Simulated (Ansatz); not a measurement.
Basis sets compared for n-GeSiSiH8 (Si₂GeH₈). Charge 0, multiplicity 1. Geometry r2SCAN-D4/def2-SVP. Ansatz on 4 threads of Arm Neoverse V2 on a shared host; times are rough, and most runs start from earlier orbitals.

Cartesian coordinates in Å:
```
Ge 1.5722 -1.1659 0.2254
Si 0.2300 0.7677 0.5889
Si -1.7517 0.6203 -0.6571
H 2.0019 -1.2434 -1.2493
H 0.7754 -2.4386 0.5598
H 2.8359 -1.1417 1.1003
H -0.0979 0.8736 2.0461
H 0.9910 1.9942 0.1914
H -2.6174 1.8212 -0.4432
H -2.5124 -0.6010 -0.2482
H -1.4270 0.5137 -2.1140
```

The 6-31G sets use Cartesian d functions. B3LYP takes the VWN-RPA correlation.

Binding counts from free atoms (Ge triplet, Si triplet, H doublet) in the same basis, without a counterpoise term.

```csv
level,functions,energy (Eh),HOMO (eV),LUMO (eV),binding per atom (eV),wall time
PBE-D4/def2-SVP,108,-2659.7070,-6.94,-0.79,2.79,0.8 s
PBE-D4/def2-TZVP,170,-2660.1754,-6.93,-1.01,2.80,1.4 s
r2SCAN-D4/def2-TZVP (with forces),170,-2660.7368,-7.18,-0.77,2.85,3.2 s
B3LYP-D4/6-31G,71,-2660.4420,-7.79,0.07,2.68,0.85 s
B3LYP-D4/def2-TZVP,170,-2660.9152,-7.77,-0.38,2.84,1.8 s
PBE0-D4/def2-SVP,108,-2659.8320,-8.03,-0.01,2.80,1.2 s
PBE0-D4/def2-TZVP,170,-2660.2966,-7.98,-0.20,2.81,1.9 s
```

Estimate the rows for PBE-D4/def2-TZVPD, r2SCAN-D4/def2-TZVPD, PBE0-D4/def2-TZVPD.


| level | functions | energy (Eh) | HOMO (eV) | LUMO (eV) | binding per atom (eV) | wall time |
| --- | --- | --- | --- | --- | --- | --- |
| PBE-D4/def2-TZVPD | 212 | -2660.1763 | -6.93 | -1.11 | 2.80 | 2 s |
| r2SCAN-D4/def2-TZVPD | 212 | -2660.7377 | -7.17 | -0.80 | 2.85 | 4.2 s |
| PBE0-D4/def2-TZVPD | 212 | -2660.2974 | -7.97 | -0.33 | 2.81 | 2.7 s |
